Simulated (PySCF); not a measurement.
C6H9N2 (doublet state).
Z-matrix (Å and degrees, GFN2-xTB geometry), rows numbered from 1:
```
C 
N   1  1.4335
C   2  1.2492  1  121.57
C   3  1.4989  2  129.75  1  -179.00
C   4  1.5624  3   88.27  2   174.04
C   5  1.4578  4  118.06  3   123.31
N   6  1.2167  5  143.36  4    19.19
C   3  1.5170  2  136.81  1    -1.24
H   1  1.0909  2  107.91  3   120.42
H   1  1.0906  2  107.89  3  -123.43
H   1  1.0961  2  114.20  3    -1.54
H   4  1.0894  3  113.38  2   -70.50
H   4  1.0884  3  115.36  2    55.97
H   5  1.0922  4  112.75  3  -109.91
H   7  1.0244  6  128.35  5     1.15
H   8  1.0891  3  115.67  2   -56.07
H   8  1.0900  3  113.60  2    71.11
```

The hyperfine couplings belong to this conformer and change with its torsions.

Identity: `[H]/N=[C]\C1CC(=NC)C1` [radical].

Method used: UKS B3LYP, pcH-1 on C H N, non-relativistic, mean-field spin-orbit, GIAO (PySCF 2.14.0). The structure is a single GFN2-xTB conformer in the gas phase; no vibrational or solvent corrections. Couplings are sensitive to structure, and on GFN2-xTB geometries they can be far from those on DFT ones. The SCF solution wasn't tested for stability.

**Question.** Break the g tensor into its mass correction, gauge correction and orbital-Zeeman/spin–orbit terms.

**Answer.** 
| Δg (ppm) | 1 | 2 | 3 |
| --- | --- | --- | --- |
| relativistic mass correction | -180 | -180 | -180 |
| gauge correction | 19 | 42 | -94 |
| orbital Zeeman/spin–orbit | -2674 | -18 | 1156 |
| total | -2836 | -155 | 882 |

So g = 1.99948, 2.00216, 2.00320 and g_iso = 2.00162; the tensor is rhombic: the two nearest values differ by 28 % of g3 − g1. Axes: g1 points within 2° of the C6–N7 bond.

**Question.** At 9.736 GHz, how far is the centre of the isotropic spectrum from where a free electron (g = 2.002319) resonates?

**Answer.** B = hν/(g μB) with μB/h = 13.99624 MHz/mT gives 347.40 mT for the free electron and 347.53 mT at g_iso, 0.12 mT higher.

**Question.** What are the electron Larmor frequencies g μB B/h along the three axes at 3350 mT?

**Answer.** 93.7506, 93.8763, 93.9250 GHz for g1, g2 and g3, a range of 174.3 MHz.

**Question.** Average each term over the three axes. Which is largest in size?

**Answer.** The orbital-Zeeman/spin–orbit term -512, the mass correction -180 and the gauge correction -11 ppm, for a total of -703 ppm. The orbital-Zeeman/spin–orbit term is the largest in size. The mass correction is the same along every axis, so the anisotropy comes from the other two: their spans along these axes are 136 (gauge) and 3830 ppm (orbital Zeeman/spin–orbit).

**Question.** In a frozen sample, at which fields do the three g values resonate at 9.5, 34, 94 and 263 GHz (hyperfine left aside), and which band first spreads them over more than twice a line width of 0.5 mT?

**Answer.** 
```
band    GHz  B(g3) mT  B(g2) mT  B(g1) mT  spread mT
   X    9.5    338.83    339.01    339.46       0.63
   Q   34.0   1212.67   1213.30   1214.93       2.25
   W   94.0   3352.68   3354.41   3358.91       6.23
   J  263.0   9380.36   9385.22   9397.80      17.44
```

The spread grows in proportion to the frequency. Q band is the first where it exceeds 1.0 mT.

The largest Mulliken spin populations are on C6 (+0.69), H15 (+0.12), N7 (+0.12) and C4 (+0.06). C6 is the only atom above +0.15.

The HOMO–LUMO gaps are 4.52 eV among the α and 5.21 eV among the β orbitals.
